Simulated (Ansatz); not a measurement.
`CB[NH][GaH2]` + CH₃OH → `CBOC` + `[NH2][GaH2]` at 700 K and 1 bar (ligand exchange at a B–N bond).

Computed with Ansatz on PBE0-D4/def2-TZVP structures; ΔE is electronic, products minus reactants. CCSD(T)/CBS adds triple-zeta CCSD(T) − MP2 to the extrapolated MP2 energy (def2 sets, frozen cores). This one scheme is used for every species. For Ga outer-core shells are correlated without core-valence functions, which leaves a few kJ/mol of doubt a bond. Scalar relativity is left out up to krypton. Each species was taken in one conformer, which may not be the lowest.

| species | CCSD(T)/CBS energy (Eh) | H − E (kJ/mol) | S (J/(mol·K)) |
| --- | --- | --- | --- |
| `CB[NH][GaH2]` | -2045.75396 | 287.3 | 454.2 |
| CH₃OH | -115.61712 | 170.8 | 288.5 |
| `CBOC` | -180.32625 | 309.3 | 410.5 |
| `[NH2][GaH2]` | -1981.05479 | 148.0 | 331.7 |

H − E and S are ideal-gas, rigid-rotor, harmonic terms from PBE0-D4/def2-TZVP, for one conformer and one mirror image of each species. 1 Eh = 2625.50 kJ/mol, R = 8.31446 J/(mol·K).

Q: By hand: ΔE, ΔH, ΔS and ΔG.

A: ΔE = (-180.32625) + (-1981.05479) − (-2045.75396) − (-115.61712) = -0.00996 Eh = -26.1 kJ/mol. Δ(H − E) = 309.3 + 148.0 − 287.3 − 170.8 = -0.8, so ΔH = -26.9 kJ/mol. ΔS = 410.5 + 331.7 − 454.2 − 288.5 = -0.5 J/(mol·K). ΔG = -26.9 − 700 × (-0.5)/1000 = -26.5 kJ/mol.

Q: By hand: the equilibrium constant, and the temperature at which ΔG would vanish if ΔH and ΔS stayed fixed.

A: log₁₀ K = −ΔG/(RT ln 10) = 2.0. ΔG = 0 at ΔH/ΔS = 53800 K, far beyond where these terms or the molecules hold.

The number of gas molecules stays the same, so ΔS is small and ΔH decides. A doubt of 5 kJ/mol in ΔE shifts log₁₀ K by 0.4 here. Other conformers and mirror images would add mixing entropy, several J/(mol·K) or more a flexible species. These are equilibria of isolated gas molecules and say nothing of rates. Largest T1 diagnostic: 0.014 (customary marks: 0.02 for closed shells, 0.045 for open ones).
